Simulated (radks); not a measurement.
Radial electron density D(r) = 4 pi r^2 rho(r) of an atom or ion with 25 electrons. Method: non-relativistic Kohn-Sham, SCAN, spin-polarised, spherical densities, point nucleus; meta-GGA in the generalised Kohn-Sham scheme; computed with a radial shooting solver on a logarithmic mesh with Libxc functionals.

r (bohr),D(r) (e/bohr),spin D(r)
0.00463,3.427,-0.000194
0.005305,4.325,-0.000245
0.006127,5.501,-0.000311
0.007019,6.857,-0.000388
0.008106,8.588,-0.000485
0.009287,10.53,-0.000594
0.01073,12.92,-0.000728
0.01229,15.50,-0.000872
0.01419,18.53,-0.00104
0.01626,21.60,-0.00121
0.01878,24.93,-0.00139
0.02151,28.00,-0.00156
0.02484,30.92,-0.00172
0.02846,33.12,-0.00183
0.03287,34.61,-0.00189
0.03796,35.03,-0.00184
0.04349,34.42,-0.00162
0.05023,32.86,-0.00102
0.05755,30.92,0.000271
0.06646,29.00,0.00327
0.07614,28.00,0.00911
0.08794,28.37,0.0217
0.1007,30.29,0.0447
0.1164,33.61,0.0895
0.1333,37.07,0.164
0.154,39.65,0.296
0.1764,39.86,0.490
0.2037,37.07,0.793
0.2334,32.01,1.19
0.2695,25.59,1.74
0.3088,20.45,2.38
0.3566,17.55,3.12
0.4086,17.60,3.78
0.4718,19.53,4.32
0.5406,21.39,4.59
0.6243,21.67,4.51
0.721,19.53,4.05
0.826,15.77,3.37
0.954,11.10,2.53
1.093,7.089,1.76
1.262,3.910,1.09
1.446,1.993,0.633
1.67,0.8832,0.331
1.913,0.3983,0.190
2.21,0.2048,0.140
2.532,0.1602,0.141
2.924,0.1612,0.157
3.35,0.1636,0.163
3.869,0.1480,0.148
4.432,0.1141,0.114
5.119,0.06972,0.0697
5.864,0.03446,0.0345
6.773,0.01220,0.0122
7.759,0.003351,0.00335
8.961,0.0005881,0.000588

What is the nuclear charge?

Answer. Z = 29. The innermost maximum, from 1s, lies near 1/Z = 0.0345 bohr (found: 0.0374), and its height grows with Z. The density is that of the copper ion Cu4+ in [Ar] 3d6.5 4f0.5; the configuration itself is not fixed sharply by these data, and Z only to about a unit. D(r) has 4 maxima, at r = 0.0374, 0.167, 0.590, 3.22 bohr, and minima at 0.0793, 0.380, 2.68 bohr, inside which lie 2.10, 10.84, 24.61 electrons.
